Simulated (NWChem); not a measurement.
All runs are NWChem calculations. System: C3H7O, charge 0, spin multiplicity 2, at a geometry optimised with UB3LYP/def2-SVP. The structure started from a generated list of species. Its SCF solution wasn't tested for a lower state. Level: ULDA (SVWN5)/def2-TZVP.

Job file:

```
start mol
memory heap 200 mb stack 900 mb global 1100 mb
geometry units angstroms nocenter noautoz noautosym
  C      1.438356    -0.076672     0.807875
  C      0.628172    -0.563733    -0.344336
  O     -0.405346     0.312037    -0.736232
  C     -1.485925     0.367418     0.159754
  H      2.047766    -0.769674     1.394140
  H      1.594164     0.998300     0.937024
  H      1.271852    -0.675675    -1.242746
  H      0.228584    -1.580544    -0.131867
  H     -1.186183     0.722655     1.165197
  H     -2.225080     1.069475    -0.253531
  H     -1.971950    -0.622908     0.281877
end
basis spherical
  * library def2-tzvp
end
dft
  xc slater vwn_5
  odft
  mult 2
  semidirect memsize 60000000 filesize 0
  iterations 100
end
task dft energy
```

Output (cleaned and shortened):

```
             Northwest Computational Chemistry Package (NWChem) 7.3.0
             --------------------------------------------------------

                                NWChem Input Module
                                -------------------

 Scaling coordinates for geometry "geometry" by  1.889725989
 (inverse scale =  0.529177249)

                             Geometry "geometry" -> ""
                             -------------------------

 Output coordinates in angstroms (scale by  1.889725989 to convert to a.u.)

  No.       Tag          Charge          X              Y              Z
 ---- ---------------- ---------- -------------- -------------- --------------
    1 C                    6.0000     1.43835600    -0.07667200     0.80787500
    2 C                    6.0000     0.62817200    -0.56373300    -0.34433600
    3 O                    8.0000    -0.40534600     0.31203700    -0.73623200
    4 C                    6.0000    -1.48592500     0.36741800     0.15975400
    5 H                    1.0000     2.04776600    -0.76967400     1.39414000
    6 H                    1.0000     1.59416400     0.99830000     0.93702400
    7 H                    1.0000     1.27185200    -0.67567500    -1.24274600
    8 H                    1.0000     0.22858400    -1.58054400    -0.13186700
    9 H                    1.0000    -1.18618300     0.72265500     1.16519700
   10 H                    1.0000    -2.22508000     1.06947500    -0.25353100
   11 H                    1.0000    -1.97195000    -0.62290800     0.28187700

 Effective nuclear repulsion energy (a.u.)     126.8381466582

            Nuclear Dipole moment (a.u.)
            ----------------------------
        X                 Y               Z
 ---------------- ---------------- ----------------
     0.0000056692     0.0000056692    -0.0000075589


 Summary of "ao basis" -> "" (spherical)
 ------------------------------------------------------------------------------
       Tag                 Description            Shells   Functions and Types
 ---------------- ------------------------------  ------  ---------------------
[...]
   alpha     91     92     93     94     95     96     97     98     99    100
    beta     91     92     93     94     95     96     97     98     99    100
 overlap   0.998  0.988  0.981  0.995  0.998  0.996  1.000  0.998  0.999  0.993

   alpha    101    102    103    104    105    106    107    108    109    110
    beta    101    102    103    104    105    106    107    108    109    110
 overlap   0.993  0.998  0.997  0.996  0.991  0.980  0.982  0.980  0.976  0.976

   alpha    111    112    113    114    115    116    117    118    119    120
    beta    111    112    113    114    115    116    117    118    119    120
 overlap   0.992  0.950  0.940  0.920  0.901  0.901  0.975  0.953  0.947  0.894

   alpha    121    122    123    124    125    126    127    128    129    130
    beta    121    122    123    124    125    126    127    128    129    130
 overlap   0.898  0.965  0.978  0.991  0.947  0.945  0.828  0.829  0.988  0.902

   alpha    131    132    133    134    135    136    137    138    139    140
    beta    131    132    133    134    135    136    137    138    139    140
 overlap   0.899  0.979  0.981  0.995  1.000  0.995  0.996  1.000  0.999  0.997

   alpha    141    142    143    144    145    146    147    148    149    150
    beta    141    142    143    144    145    146    147    148    149    150
 overlap   0.992  0.994  0.991  0.979  0.986  0.999  1.000  1.000  0.998  0.998

   alpha    151    152    153    154    155    156    157    158    159    160
    beta    151    152    153    154    155    156    157    158    159    160
 overlap   1.000  1.000  1.000  1.000  1.000  1.000  1.000  1.000  1.000  1.000

   alpha    161    162    163    164    165    166
    beta    161    162    163    164    165    166
 overlap   1.000  1.000  1.000  1.000  1.000  1.000

     --------------------------

------------------------------------------------------------
EAF file 0: "./mol.aoints.0" size=524288 bytes
------------------------------------------------------------
               write      read    awrite     aread      wait
               -----      ----    ------     -----      ----
     calls:        1        11         0         0         0
   data(b): 5.24e+05  5.77e+06  0.00e+00  0.00e+00
   time(s): 0.00e+00  0.00e+00  0.00e+00  0.00e+00  0.00e+00
rate(mb/s): 0.00e+00  0.00e+00
------------------------------------------------------------

     Expectation value of S2:
     --------------------------
      <S2> =      0.7524 (Exact =     0.7500)

 center of mass
 --------------
 x =   0.00771357 y =   0.02720426 z =  -0.06814987

 moments of inertia (a.u.)
 ------------------
         134.927106340223          62.100210783377         -52.339966280014
          62.100210783377         362.700252414789           0.133627300657
         -52.339966280014           0.133627300657         325.609446926770

     Multipole analysis of the density
     ---------------------------------

     L   x y z        total         alpha         beta         nuclear
     -   - - -        -----         -----         ----         -------
     0   0 0 0     -0.000000    -17.000000    -16.000000     33.000000

     1   1 0 0      0.018253     -1.240681      1.258928      0.000006
     1   0 1 0     -0.263199     -0.008565     -0.254640      0.000006
     1   0 0 1      0.298714     -0.524037      0.822759     -0.000008

     2   2 0 0    -18.163549    -98.938950    -90.615154    171.390555
     2   1 1 0     -0.709960     18.238456     17.790135    -36.738552
     2   1 0 1     -0.425582    -15.930138    -13.069122     28.573678
     2   0 2 0    -19.089161    -28.133605    -27.125552     36.169996
     2   0 1 1      0.627259     -0.808389     -0.754049      2.189697
     2   0 0 2    -20.956507    -39.531551    -34.996876     53.571920

 Task  times  cpu:       25.5s     wall:       25.5s

 Total times  cpu:       25.5s     wall:       25.5s
```
